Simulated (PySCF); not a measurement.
# How methods differ on the ionisation energy of F+

F+ [He] 2s2 2p4 (3P) → F(2+) [He] 2s2 2p3 (4S), as a difference of total energies. All numbers are calculated (PySCF 2.14, the spin-free X2C one-electron Hamiltonian (Gaussian nucleus), in aug-cc-pVQZ-DK). Correlated levels: valence: 1s2 frozen. The calculations carry no spin-orbit coupling.

```json
{"method": "UHF", "ionisation energy (eV)": "33.381", "plus first-order spin-orbit estimate": "33.401", "error of that sum (eV)": "-1.570"}
{"method": "MP2 (valence)", "ionisation energy (eV)": "34.741", "plus first-order spin-orbit estimate": "34.762", "error of that sum (eV)": "-0.209"}
{"method": "SCS-MP2 (valence)", "ionisation energy (eV)": "34.876", "plus first-order spin-orbit estimate": "34.896", "error of that sum (eV)": "-0.075"}
{"method": "CCSD (valence)", "ionisation energy (eV)": "34.775", "plus first-order spin-orbit estimate": "34.795", "error of that sum (eV)": "-0.176"}
{"method": "CCSD(T) (valence)", "ionisation energy (eV)": "34.806", "plus first-order spin-orbit estimate": "34.826", "error of that sum (eV)": "-0.145"}
```

Reference: 34.971 eV (measured; NIST Atomic Spectra Database, ionization energies).

A first-order spin-orbit estimate (lowest level to lowest level, LS coupling) adds 0.020 eV.

Errors of the correlated levels include the incompleteness of this basis and the frozen core.
